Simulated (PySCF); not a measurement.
# Static response to an electric field

Compound: H4O4Si.
Numbering: `[OH:1][Si:2]([OH:3])([OH:4])[OH:5]` (hydrogens: H6 on O1; H7 on O3; H8 on O4; H9 on O5)

Cartesian coordinates in Å at the PBE0-D3(BJ)/def2-SVP level; atoms count from 1:
```
atom  x, y, z in Å
O1     0.0294    0.9658   -1.3422
Si2    0.0012    0.0026   -0.0054
O3    -1.0216    0.7251    1.0657
O4    -0.4371   -1.4964   -0.5299
O5     1.4346   -0.1876    0.7850
H6    -0.0534    1.9080   -1.1695
H7    -0.8845    0.4811    1.9856
H8    -1.0446   -1.5068   -1.2751
H9     2.0031   -0.8798    0.4352
```

Level: PBE0/def2-SVPD (PySCF), static field, nuclei fixed, core orbitals frozen in the response. The polarisability tensor in these axes (au):

```
x   38.67 -0.78  0.56
y   -0.78 39.76  0.29
z    0.56  0.29 39.98
```

Q: What are the eigenvalues, a third of the trace, and Δα (Δα² = ½Σ(αi − αj)² over the three pairs)?

A: Principal values 38.05, 40.16 and 40.19 au; mean 39.47 au = 5.85 Å³ = 6.51 × 10⁻⁴⁰ C²·m²/J; Δα = 2.12 au (5 % of the mean).

Q: What is the dipole moment?

A: 0.02 D; point group S4 allows none, and the residue is numerical.

Q: What depolarisation ratio follows for Rayleigh scattering of linearly polarised light, taking the static tensor?

A: ρ = 3Δα²/(45ᾱ² + 4Δα²) = 13.5/(70099 + 18.0) ≈ 0.000192.

Q: What would n − 1 = 2πNα be for an ideal gas of these molecules at 500 K and 1 atm, electronic part alone?

A: N = p/kT = 1.4678 × 10¹⁹ cm⁻³, so n − 1 = 2π × N × 5.85 × 10⁻²⁴ cm³ = 539 × 10⁻⁶ at long wavelengths.

Q: Give the eigenvalues of the traceless quadrupole moment Θ = ½Σq(3rr − r²1), origin at the centre of nuclear charge.

A: -1.69, 0.83, 0.86 D·Å. The electronic extent ⟨r²⟩ about the same centre is 457 bohr², a root-mean-square distance of 1.60 Å for the 50 electrons.

Q: Find the Langevin capture rate constant for NO+ (29.998 u) meeting this molecule (95.988 u), k = 2.342 × 10⁻⁹ cm³/s × √(α in Å³ / reduced mass in u).

A: The reduced mass is 22.86 u, so k = 1.18 × 10⁻⁹ cm³/s.

Isolated species at its PBE0-D3(BJ)/def2-SVP geometry, gas phase.
